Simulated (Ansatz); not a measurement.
FH3Se3Si, SMILES `F[Si]([SeH])([SeH])[SeH]` at its PBE0-D4/def2-TZVP geometry, where that method's forces vanish. Charge 0, multiplicity 1.

```csv
atom,x (Å),y (Å),z (Å)
F1,0.3191,-1.0402,-1.9276
Si2,-0.0458,-0.3425,-0.5398
Se3,-2.1880,-0.9916,-0.1820
Se4,1.5491,-1.1178,0.8745
Se5,-0.0480,1.9117,-0.6565
H6,-2.2123,-0.3199,1.1240
H7,1.2084,-0.0977,1.8741
H8,1.4174,1.9979,-0.5666
```

(1) For each bond, give half the difference of the two atoms' forces along it (eV/Å; positive pushes the atoms apart) under PBE-D4, r2SCAN-D4, B3LYP-D4, ωB97M-V in def2-TZVPP. (An estimate is asked.)

Answers

(1) Ansatz gave: 
```
   bond  length (Å)  PBE-D4  r2SCAN-D4  B3LYP-D4  ωB97M-V
 F1–Si2       1.596    0.59       0.04      0.13     0.13
Si2–Se3       2.267    0.10       0.03      0.10    -0.06
Si2–Se4       2.268    0.08       0.03      0.10    -0.06
Si2–Se5       2.257    0.02       0.03      0.10    -0.06
 Se3–H6       1.469    0.26      -0.01      0.04    -0.09
 Se4–H7       1.468    0.26      -0.01      0.04    -0.09
 Se5–H8       1.471    0.27      -0.01      0.03    -0.11
```

B3LYP here is the variant with VWN-RPA as its local correlation; programs differ in this.
